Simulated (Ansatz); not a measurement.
Reactions of `C[S][Ag]`.

Calculated with Ansatz (gas phase, PBE0-D4/def2-TZVP geometries, no zero-point term in ΔE). CCSD(T)/CBS is the MP2 limit (def2-TZVPP, def2-QZVPP) plus CCSD(T) − MP2 in def2-TZVPP, frozen cores. This one scheme is used for every species, atoms too. Functionals use def2-TZVPP. Open shells (•) are unrestricted, without spin–orbit coupling. Spin–orbit coupling would lower the free atoms: a little for C, S. Elements past krypton have def2 core potentials. Bonds to Ag, Br, I are less sure, by a few kJ/mol each and by 10 to 20 or more in all where they break to atoms, as the def2 sets lack core-valence functions. Scalar relativity is left out up to krypton.

```json
{"reaction": "`C[S][Ag]` + HBr → `[Br][Ag]` + CH₃SH", "ωB97X-V (eV)": "-0.82", "r2SCAN-D4 (eV)": "-0.62"}
{"reaction": "`C[S][Ag]` + `[SiH3]N[SiH3]` → `[SiH3][N]([SiH3])[Ag]` + CH₃SH", "ωB97X-V (eV)": "0.78", "r2SCAN-D4 (eV)": "0.88"}
{"reaction": "`C[S][Ag]` → Ag• + C• + 3 H• + S•", "ωB97X-V (eV)": "18.84", "r2SCAN-D4 (eV)": "18.92"}
{"reaction": "`C[S][Ag]` + HI → `[Ag][I]` + CH₃SH", "ωB97X-V (eV)": "-1.09", "r2SCAN-D4 (eV)": "-0.92"}
{"reaction": "`C[S][Ag]` + H–F → `[F][Ag]` + CH₃SH", "ωB97X-V (eV)": "0.64", "r2SCAN-D4 (eV)": "0.87"}
{"reaction": "`C[S][Ag]` + HCl → `[Cl][Ag]` + CH₃SH", "ωB97X-V (eV)": "-0.49", "r2SCAN-D4 (eV)": "-0.29"}
{"reaction": "`C[S][Ag]` + `[AgH]` → `[Ag][Ag]` + CH₃SH", "ωB97X-V (eV)": "-0.93", "r2SCAN-D4 (eV)": "-0.94"}
```

Q: Give the CCSD(T)/CBS values in the same order. (Estimate.)

A: The calculation gave: -0.72, 0.82, 18.80, -1.06, 0.88, -0.37, -1.15 eV.

Largest T1 diagnostic: 0.026, for `[AgH]`, so its coupled-cluster energy is less sure.
